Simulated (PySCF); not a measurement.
# Energy and ionisation energy along a bond of BH3NO cation

Calculated results; nothing here was measured. They come from PySCF 2.14.0, an open-source quantum chemistry program, on an isolated molecule that a program drew, which may never have been made. The molecule is BH3NO cation (charge +1, singlet), drawn as the SMILES string `N[B+]O`.

The structure below is the HF double-zeta minimum with every atom moved a little at random, so it isn't optimised. Bond N1-H5 is then set to each length in the table by shifting atom 5 along it, with nothing else relaxed.
```xyz
6
BH3NO cation, angstrom
N     0.1112   -0.7645    1.7817
B    -1.0165   -0.6088    1.2481
O    -1.8592   -0.4737    0.3961
H     0.4733   -1.5025    1.8756
H     0.6316    0.1037    2.3140
H    -2.8011   -0.7152    0.4867
```

E is the energy above the same method's energy at the HF double-zeta minimum. IE is the energy to remove one electron at fixed geometry, to the doublet state of charge +2, as a difference of total energies. The basis family is cc-pVnZ, with UHF for radicals and no spin-orbit coupling. Best is HF at quadruple zeta, plus MP2 correlation extrapolated from triple and quadruple zeta, plus CCSD(T) minus MP2 at triple zeta, with a frozen core. The other columns are at triple zeta.

```
bond (Å)  E wB97X (kcal/mol)  E CCSD (kcal/mol)  E CCSD(T) (kcal/mol)  E best (kcal/mol)  IE wB97X (eV)  IE CCSD (eV)  IE CCSD(T) (eV)  IE best (eV)     T1
  1.0596               39.10              39.29                 39.83              38.59         19.117        19.032           19.074        19.227  0.012
  1.1356               44.08              44.32                 44.69              43.49         18.993        18.909           18.954        19.108  0.012
  1.1436               44.79              45.03                 45.39              44.19         18.979        18.896           18.942        19.095  0.012
  1.2826                   ?                  ?                     ?                  ?              ?             ?                ?             ?      ?
  1.3706               72.01              72.09                 71.90              70.63         18.585        18.517           18.575        18.728  0.013
  1.4336               80.55              80.51                 80.14              78.83         18.470        18.410           18.473        18.626  0.013
```

T1 is the CCSD diagnostic of the starting molecule.

**Estimate the best E and IE at 1.2826 Å from the other rows.**

A least-squares cubic in the inverse of the bond length through the other values of E best gives 59.43 kcal/mol there. A least-squares quadratic in the bond length through IE best gives 18.872 eV. The calculation gives 59.41 kcal/mol and 18.871 eV, so the fits miss by 0.02 kcal/mol and 0.001 eV. The same recipe one zeta lower moves these two values by 0.91 kcal/mol and 0.04 eV, a gauge of their own error. The rest of the row: E is 60.40 (wB97X), 60.59 (CCSD), 60.63 (CCSD(T)); IE is 18.742 (wB97X), 18.665 (CCSD), 18.718 (CCSD(T)); T1 is 0.013.
